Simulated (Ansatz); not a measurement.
`CC(F)OCF` + HI → `CC(F)I` + `OCF`  (substitution at a C–O bond)

Isolated molecules relaxed with PBE0-D4/def2-TZVP in Ansatz; ΔE leaves out vibrations. CCSD(T)/CBS adds triple-zeta CCSD(T) − MP2 to the extrapolated MP2 energy (def2 sets, frozen cores). DFT in def2-TZVPP. def2 core potentials past Kr. For I outer-core shells are correlated without core-valence functions, which leaves a few kJ/mol of doubt a bond. Each species was taken in one conformer, which may not be the lowest.

```json
{"level": "r2SCANh-D4", "ΔE (eV)": "0.18"}
{"level": "r2SCANh", "ΔE (eV)": "0.18"}
```

Question: What does CCSD(T)/CBS give? (Best estimate.)

Answer: The calculation gave: +0.11 eV. The listed levels differ from it by 0.07, 0.07 eV.

Largest T1 diagnostic among the species: 0.011.

From BLYP to BHLYP (50 % exact exchange), in def2-TZVPP and without D4, ΔE moves by +0.17 eV. Leaving LDA and LC-ωPBE aside and taking each functional with its dispersion term where it has one, the values, not all of them listed here, spread over 0.21 eV, from revPBE-D4 to CAM-B3LYP-D4. LDA lies +0.15 eV from PBE without D4. In def2-TZVPP, CCSD(T) changes the Hartree–Fock value by −0.15 eV (the triples alone add −0.03 eV) and MP2 by −0.25 eV.
